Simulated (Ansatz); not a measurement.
ketene (C₂H₂O), singlet, at a GFN2-xTB geometry, atoms displaced at random by about 0.1 Å a coordinate; PBE/STO-3G run with Ansatz (a first-principles code).

Here is a job for Ansatz.
Ansatz 0.2 input:
```yaml
crystal:
  periodic: [false, false, false]
  atoms:
    - {symbol: C, position_ang: [0.07930123, -0.13327712, -1.11611851]}
    - {symbol: C, position_ang: [-0.03393615, -0.03154543, 0.19904294]}
    - {symbol: H, position_ang: [0.01299642, 0.98930222, -1.68108191]}
    - {symbol: H, position_ang: [0.02050736, -0.99303262, -1.76025913]}
    - {symbol: O, position_ang: [-0.03036214, 0.14515251, 1.15597083]}
basis:
  gaussian:
    orbitals: STO-3G
hamiltonian:
  xc: pbe
relax: {}
```

Predict the main parts of the log of this Ansatz run.


```
Functional definition: PBE
250 factors; integrals over basis functions are off by at most 1.5e-5 eV
mean field evaluation 1: about -4085.5526 eV, gradient 2.1e1 eV
mean field evaluation 2: about -4078.1151 eV, gradient 5.3e1 eV
mean field evaluation 4: about -4087.0030 eV, gradient 8.1e-1 eV
mean field evaluation 8: about -4086.9272 eV, gradient 5.8e-3 eV
mean field -4086.92718648 eV, -150.1918038845 hartree, gradient 1.3e-5 eV, S^2 0.000000; 0 other end points of the search recorded, 0 dependent functions left out
the calculation of the forces begins
reference -4086.92720011 eV, -150.1918043852 hartree; 11, 11 occupied and 6, 6 virtual orbitals, 250 factors
relax step   1: F+E_penalty+E_count = -4086.92718648 eV  Δ(F+E_penalty+E_count) = +0.000e0 eV  max|allowed force component| = 5.688e1 eV/Å  Δτ_max = 0.0000 Å  (20 SCF iters, accepted)
these checks for a lower state are left out or cut short: starts, cluster_reference, orbital_swaps, neighbouring_geometries, increment
250 factors; integrals over basis functions are off by at most 2.0e-5 eV
mean field evaluation 16: about -4092.8311 eV, gradient 1.3e-2 eV
mean field -4092.73439682 eV, -150.4052149280 hartree, gradient 2.3e-5 eV, S^2 0.000000; 0 other end points of the search recorded, 0 dependent functions left out
the calculation of the forces begins
reference -4092.73441051 eV, -150.4052154311 hartree; 11, 11 occupied and 6, 6 virtual orbitals, 250 factors
relax step   2: F+E_penalty+E_count = -4092.73439682 eV  Δ(F+E_penalty+E_count) = -5.807e0 eV  max|allowed force component| = 7.149e0 eV/Å  Δτ_max = 0.1958 Å  (30 SCF iters, accepted)
these checks for a lower state are left out or cut short: starts, cluster_reference, orbital_swaps, neighbouring_geometries, increment
250 factors; integrals over basis functions are off by at most 1.8e-5 eV
mean field -4092.90857427 eV, -150.4116158314 hartree, gradient 5.8e-6 eV, S^2 0.000000; 0 other end points of the search recorded, 0 dependent functions left out
the calculation of the forces begins
reference -4092.90858786 eV, -150.4116163306 hartree; 11, 11 occupied and 6, 6 virtual orbitals, 250 factors
relax step   3: F+E_penalty+E_count = -4092.90857427 eV  Δ(F+E_penalty+E_count) = -1.742e-1 eV  max|allowed force component| = 2.222e0 eV/Å  Δτ_max = 0.1398 Å  (27 SCF iters, accepted)
these checks for a lower state are left out or cut short: starts, cluster_reference, orbital_swaps, neighbouring_geometries, increment
250 factors; integrals over basis functions are off by at most 1.5e-5 eV
mean field evaluation 32: about -4092.9422 eV, gradient 8.4e-4 eV
mean field -4092.94222214 eV, -150.4128523679 hartree, gradient 8.2e-6 eV, S^2 0.000000; 0 other end points of the search recorded, 0 dependent functions left out
the calculation of the forces begins
reference -4092.94223579 eV, -150.4128528694 hartree; 11, 11 occupied and 6, 6 virtual orbitals, 250 factors
relax step   4: F+E_penalty+E_count = -4092.94222214 eV  Δ(F+E_penalty+E_count) = -3.365e-2 eV  max|allowed force component| = 1.057e0 eV/Å  Δτ_max = 0.1378 Å  (27 SCF iters, accepted)
these checks for a lower state are left out or cut short: starts, cluster_reference, orbital_swaps, neighbouring_geometries, increment
250 factors; integrals over basis functions are off by at most 1.5e-5 eV
mean field -4093.02127852 eV, -150.4157576362 hartree, gradient 1.9e-5 eV, S^2 0.000000; 0 other end points of the search recorded, 0 dependent functions left out
the calculation of the forces begins
reference -4093.02129203 eV, -150.4157581326 hartree; 11, 11 occupied and 6, 6 virtual orbitals, 250 factors
relax step   5: F+E_penalty+E_count = -4093.02127852 eV  Δ(F+E_penalty+E_count) = -7.906e-2 eV  max|allowed force component| = 1.678e-1 eV/Å  Δτ_max = 0.0868 Å  (25 SCF iters, accepted)
these checks for a lower state are left out or cut short: starts, cluster_reference, orbital_swaps, neighbouring_geometries, increment
250 factors; integrals over basis functions are off by at most 1.5e-5 eV
mean field -4093.02190726 eV, -150.4157807418 hartree, gradient 1.6e-5 eV, S^2 0.000000; 0 other end points of the search recorded, 0 dependent functions left out
the calculation of the forces begins
reference -4093.02192077 eV, -150.4157812383 hartree; 11, 11 occupied and 6, 6 virtual orbitals, 250 factors
relax step   6: F+E_penalty+E_count = -4093.02190726 eV  Δ(F+E_penalty+E_count) = -6.287e-4 eV  max|allowed force component| = 4.160e-2 eV/Å  Δτ_max = 0.0053 Å  (26 SCF iters, accepted)
these checks for a lower state are left out or cut short: starts, cluster_reference, orbital_swaps, neighbouring_geometries, increment
250 factors; integrals over basis functions are off by at most 1.5e-5 eV
mean field -4093.02192457 eV, -150.4157813779 hartree, gradient 4.3e-5 eV, S^2 0.000000; 0 other end points of the search recorded, 0 dependent functions left out
the calculation of the forces begins
reference -4093.02193808 eV, -150.4157818744 hartree; 11, 11 occupied and 6, 6 virtual orbitals, 250 factors
relax step   7: F+E_penalty+E_count = -4093.02192457 eV  Δ(F+E_penalty+E_count) = -1.731e-5 eV  max|allowed force component| = 4.054e-4 eV/Å  Δτ_max = 0.0006 Å  (15 SCF iters, accepted)
250 factors; integrals over basis functions are off by at most 1.5e-5 eV
mean field evaluation 64: about -4093.0219 eV, gradient 2.5e-3 eV
mean field -4093.02192457 eV, -150.4157813779 hartree, gradient 4.3e-5 eV, S^2 0.000000; 1 other end points of the search recorded, 0 dependent functions left out
the calculation of the forces begins
reference -4093.02193808 eV, -150.4157818744 hartree; 11, 11 occupied and 6, 6 virtual orbitals, 250 factors
Total energy: -4093.02193808 eV, -150.4157818744 hartree
Atom 0 at     0.023697    -0.024134    -1.197612 Å, force    -0.000144    -0.000356     0.000302 eV/Å
Atom 1 at    -0.009814     0.022466     0.135464 Å, force     0.000378     0.000012     0.000007 eV/Å
Atom 2 at     0.033372     0.902607    -1.785896 Å, force    -0.000012     0.000405    -0.000298 eV/Å
Atom 3 at     0.041856    -0.989739    -1.719450 Å, force    -0.000009    -0.000152    -0.000335 eV/Å
Atom 4 at    -0.040603     0.065400     1.365048 Å, force    -0.000214     0.000090     0.000324 eV/Å
Dipole moment:     0.003250    -0.004557    -0.130393 e Å
```
